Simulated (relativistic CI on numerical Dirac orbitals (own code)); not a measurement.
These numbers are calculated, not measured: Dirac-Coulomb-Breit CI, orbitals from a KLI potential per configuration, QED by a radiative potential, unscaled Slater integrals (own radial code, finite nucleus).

Configuration list (outside the closed core [Ar] 3d10): 4s2 4p6 4d10 4f, 4s2 4p6 4d9 4f2, 4s2 4p6 4d10 5s, 4s2 4p6 4d10 5p, 4s2 4p5 4d10 4f2, 4s2 4p6 4d10 5d, 4s 4p6 4d10 4f2, 4s2 4p6 4d9 4f 5s, 4s2 4p6 4d10 5f, 4s2 4p6 4d9 4f 5p, 4s2 4p6 4d10 5g, 4s2 4p6 4d10 6s, 4s2 4p6 4d10 6p, 4s2 4p6 4d10 6d, 4s2 4p5 4d10 4f 5s, 4s2 4p6 4d10 6f, 4s2 4p6 4d9 4f 5f, 4s2 4p6 4d10 7s, 4s 4p6 4d10 5s2, 4s2 4p6 4d10 7d, 4s2 4p6 4d9 4f 6p. Double excitations out of closed p, d and f shells are left out; levels of such configurations are missing from the list, as are those of other unlisted configurations, and high levels can miss mixing partners.

At this charge energies of transitions that change n are usually good to better than 1 %, and those within a shell (Δn = 0) to a few per cent.

Outline of the computed level scheme of Au XXXIII. Lowest level of each configuration: 4s2 4p6 4d10 4f 2F°_5/2 at 0.000 eV; 4s2 4p6 4d10 5s 2S_1/2 at 212.598 eV; 4s2 4p6 4d9 4f2 4F_3/2 at 216.432 eV.

Some strong electric-dipole decays among the lowest 45 levels: 4s2 4p6 4d9 4f2 4G_5/2 → 4s2 4p6 4d10 4f 2F°_5/2 (4.2e+10 s⁻¹); 4s2 4p6 4d9 4f2 2D_5/2 → 4s2 4p6 4d10 4f 2F°_5/2 (2.6e+10 s⁻¹); 4s2 4p6 4d9 4f2 2G_9/2 → 4s2 4p6 4d10 4f 2F°_7/2 (2.3e+10 s⁻¹); 4s2 4p6 4d9 4f2 2G_9/2 → 4s2 4p6 4d10 4f 2F°_7/2 (1.3e+10 s⁻¹); 4s2 4p6 4d9 4f2 2D_3/2 → 4s2 4p6 4d10 4f 2F°_5/2 (1.1e+10 s⁻¹); 4s2 4p6 4d9 4f2 2F_5/2 → 4s2 4p6 4d10 4f 2F°_5/2 (6.2e+09 s⁻¹); 4s2 4p6 4d9 4f2 2P_3/2 → 4s2 4p6 4d10 4f 2F°_5/2 (5.9e+09 s⁻¹); 4s2 4p6 4d9 4f2 4D_7/2 → 4s2 4p6 4d10 4f 2F°_5/2 (5.6e+09 s⁻¹).

LS names give the leading component of a level, which can be under half, so a name can repeat, a term be missing and a line seem to break the LS rules.
